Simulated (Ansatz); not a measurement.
Process, species as SMILES: BN (BH2-NH2) → [BH-]N (closed-shell singlet) + H+
B3LYP-D3(BJ)/def2-TZVP geometries, fixed; electronic energies without zero-point terms.

Effect of a fitting basis named in the input at HF/def2-TZVPP with Ansatz (a quantum-chemistry and plane-wave program), against the last row, where the deprotonation energy is 442.74 kcal/mol. A restricted Hartree-Fock determinant is unstable towards unrestricted orbitals. The proton leaves the site shown, which need not be the most acidic. The default fits or decomposes integrals by the program's own choice; accuracy: high also tightens integrals, grids and stops.

```json
[
 {"setting": "fitting: def2-SV(P)-JKFIT", "largest shift of a total energy (mEh)": "0.023", "shift of the deprotonation energy (kcal/mol)": "0.007"},
 {"setting": "fitting: def2-universal-JKFIT", "largest shift of a total energy (mEh)": "0.023", "shift of the deprotonation energy (kcal/mol)": "0.007"},
 {"setting": "fitting: cc-pVTZ-JKFIT", "largest shift of a total energy (mEh)": "0.026", "shift of the deprotonation energy (kcal/mol)": "0.006"},
 {"setting": "fitting: cc-pVQZ-JKFIT", "largest shift of a total energy (mEh)": "0.004", "shift of the deprotonation energy (kcal/mol)": "0.001"},
 {"setting": "fitting: cc-pV5Z-JKFIT", "largest shift of a total energy (mEh)": "0.001", "shift of the deprotonation energy (kcal/mol)": "0.001"},
 {"setting": "accuracy: high", "largest shift of a total energy (mEh)": "-0.002", "shift of the deprotonation energy (kcal/mol)": "0.000"},
 {"setting": "accuracy: medium (default)", "largest shift of a total energy (mEh)": "0.000", "shift of the deprotonation energy (kcal/mol)": "0.000"}
]
```

Within 0.02 kcal/mol in the deprotonation energy: fitting: def2-SV(P)-JKFIT; fitting: def2-universal-JKFIT; fitting: cc-pVTZ-JKFIT; fitting: cc-pVQZ-JKFIT; fitting: cc-pV5Z-JKFIT; accuracy: high. The largest shift is 0.026 mEh in a total energy and 0.007 kcal/mol in the difference.
